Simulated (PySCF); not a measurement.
**Exercise with solution: dipole moment from atomic charges**

C4H3N2, SMILES [c]1cncnc1, multiplicity 2. Atoms are numbered in the order given.

```xyz
9

C      0.0000     0.0000     1.3753
C      0.0000     1.2101     0.6967
N      0.0000     1.2040    -0.6561
C      0.0000     0.0000    -1.2462
N      0.0000    -1.2040    -0.6561
C      0.0000    -1.2101     0.6967
H      0.0000     2.1925     1.2010
H      0.0000     0.0000    -2.3522
H      0.0000    -2.1925     1.2010
```
Charge 0, spin multiplicity 2.

Geometry: PBE-D3(BJ)/def2-SVP. The isomer is the one that the SMILES or the coordinates give; other isomers of the formula were not compared.

Charges (e) from PBE/def2-TZVP run with PySCF:

| atom | Mulliken | ESP fit |
|---|---|---|
| C1 | -0.013 | -0.509 |
| C2 | -0.049 | 0.548 |
| N3 | -0.162 | -0.723 |
| C4 | 0.020 | 0.756 |
| N5 | -0.162 | -0.723 |
| C6 | -0.049 | 0.548 |
| H7 | 0.140 | 0.051 |
| H8 | 0.136 | 0.004 |
| H9 | 0.140 | 0.051 |

The dipole moment of the full density is 0.92 D.

Problem. What dipole moment does each set of point charges give, and which comes closer to that of the density?

Solution. 
μ = Σ q r, and 1 e Å = 4.8032 D.
Mulliken: Σ q r = (0.000, 0.000, 0.118) e Å, |μ| = 0.57 D.
ESP fit: Σ q r = (0.000, 0.000, 0.183) e Å, |μ| = 0.88 D.
ESP fit comes closer in size. Point charges leave out the atoms' own dipoles (lone pairs, polarised bonds); fits to the potential absorb them, partitions of the density don't.
